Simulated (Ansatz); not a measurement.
Consider the redistribution: `NC[SiH2]Cl` + `C[NH][GeH2][SiH3]` → `CN[SiH2]CN` + `[SiH3][GeH2][Cl]`.

Calculated with Ansatz (gas phase, PBE0-D4/def2-TZVP geometries, no zero-point term in ΔE). CCSD(T)/CBS is the MP2 limit (def2-TZVPP, def2-QZVPP) plus CCSD(T) − MP2 in def2-TZVPP, frozen cores. DFT in def2-TZVPP. B3LYP here is the variant with VWN-RPA as its local correlation; programs differ in this. For Ge outer-core shells are correlated without core-valence functions, which leaves a few kJ/mol of doubt a bond. Scalar relativity is left out up to krypton. One conformer a species, not always the lowest.

Problem. Is it downhill or uphill in electronic energy at CCSD(T)/CBS, and by how much? (Best estimate.)

Solution. Ansatz gave: Downhill: ΔE = -20.9 kJ/mol.

Problem. What do these levels give: PBE0-D4, B3LYP-D4, ωB97M-V, r2SCAN, PBE0, B3LYP, HF/def2-TZVPP, SCS-MP2/def2-TZVPP, CCSD(T)/def2-TZVPP, MP2/def2-QZVPP, SCS-MP2/def2-QZVPP, MP2/CBS(def2)? (Estimate.)

Solution. Computed: PBE0-D4 -23.5, B3LYP-D4 -27.0, ωB97M-V -26.1, r2SCAN -22.8, PBE0 -23.3, B3LYP -26.8, HF/def2-TZVPP -32.1, SCS-MP2/def2-TZVPP -22.0, CCSD(T)/def2-TZVPP -21.3, MP2/def2-QZVPP -20.2, SCS-MP2/def2-QZVPP -22.1, MP2/CBS(def2) -19.7 kJ/mol.

Largest T1 diagnostic among the species: 0.012.

In def2-TZVPP, CCSD(T) changes the Hartree–Fock value by +10.8 kJ/mol (the triples alone add +1.8 kJ/mol) and MP2 by +11.9 kJ/mol.
